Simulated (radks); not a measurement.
Valence configurations of Ag2+ (all share [Kr]). Calculated with a radial shooting solver on a logarithmic mesh with Libxc functionals: scalar-relativistic Kohn-Sham, LDA (Slater exchange, Perdew-Wang correlation), spin-polarised, spherical densities, point nucleus; open shells are filled with parallel spins first (spin-orbit coupling, left out, can overturn this in heavy ions). Energies are relative to 4d9; eigenvalues in eV for spin up.

valence          E (eV)  moment (Bohr magnetons)    e(4d)    e(5p)    e(5s)
4d9               0.000                        1  -29.471        -        -
4d8.5 5s0.5       3.885                        2  -31.687        -  -22.483
4d8.5 5p0.5       7.320                        2  -32.317  -16.050        -
4d8 5s1           8.054                        3  -33.922        -  -23.573
4d8 5p1          15.180                        3  -35.149  -17.225        -
4d7.5 5s0.5 5p1  19.937                        4  -37.390  -17.958  -25.370
4d7.5 5p1.5      23.652                        4  -37.981  -18.286        -
4d7 5s1 5p1      25.055                        5  -39.661  -18.656  -26.327
4d7 5s0.5 5p1.5  28.901                        5  -40.243  -18.974  -26.686
4d7 5p2          32.768                        5  -40.817  -19.280        -

NIST lists [Kr] 4d9 as the ground configuration; this level of theory agrees among the configurations tried. The energies are those of spherical high-spin densities, not of single terms.
